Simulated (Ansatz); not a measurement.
C10H24Si⁺, that is Si(tBu)2Me2 with one electron fewer. The state is a doublet with charge 1. Geometry PBE-D4/def2-SVP, that of the neutral singlet; atoms count from 1.

```xyz
35

Si   -0.386    0.570    0.012
C    -1.167   -1.212   -0.029
C    -0.498   -2.103   -1.091
C    -2.661   -1.058   -0.384
C    -1.060   -1.888    1.352
H    -1.028   -3.080   -1.166
H    -0.521   -1.641   -2.101
H     0.560   -2.325   -0.846
H    -2.809   -0.648   -1.403
H    -3.198   -0.396    0.327
H    -3.166   -2.050   -0.351
H    -1.571   -1.302    2.143
H    -0.009   -2.036    1.671
H    -1.541   -2.892    1.327
C     1.559    0.632    0.017
C     2.121    0.318   -1.384
C     2.157   -0.347    1.043
C     1.979    2.067    0.401
H     3.232    0.392   -1.378
H     1.863   -0.704   -1.724
H     1.751    1.030   -2.149
H     1.965   -1.405    0.774
H     1.757   -0.181    2.065
H     3.262   -0.221    1.100
H     1.672    2.330    1.434
H     1.551    2.830   -0.282
H     3.087    2.168    0.350
C    -1.025    1.452    1.569
H    -0.821    2.541    1.520
H    -0.553    1.062    2.494
H    -2.122    1.325    1.674
C    -0.997    1.536   -1.507
H    -2.082    1.749   -1.431
H    -0.828    0.979   -2.451
H    -0.473    2.510   -1.595
```

Estimate the Mulliken populations of the heavy atoms from the PBE0/def2-SVP orbitals of Ansatz.


```csv
atom,charge (e),spin (α − β)
Si1,0.51,0.16
C2,-0.56,0.26
C3,-0.02,0.00
C4,-0.02,0.03
C5,-0.01,0.00
C15,-0.56,0.26
C16,-0.01,0.00
C17,-0.02,0.00
C18,-0.02,0.03
C28,-0.29,-0.01
C32,-0.29,-0.01
```
Mulliken values depend strongly on the basis.

Where does the spin sit?

Summed by element: Si 0.16, C 0.56, H 0.28, of 1 unpaired in all. Largest on single atoms: C15 0.26, C2 0.26, Si1 0.16.

And the Mayer bond orders between heavy atoms (over 0.3)?

Si1–C2 0.73 (1.95 Å); Si1–C15 0.73 (1.95 Å); Si1–C28 1.11 (1.90 Å); Si1–C32 1.11 (1.90 Å); C2–C3 1.01 (1.54 Å); C2–C4 0.99 (1.54 Å); C2–C5 1.01 (1.54 Å); C15–C16 1.01 (1.54 Å); C15–C17 1.01 (1.54 Å); C15–C18 0.99 (1.54 Å).
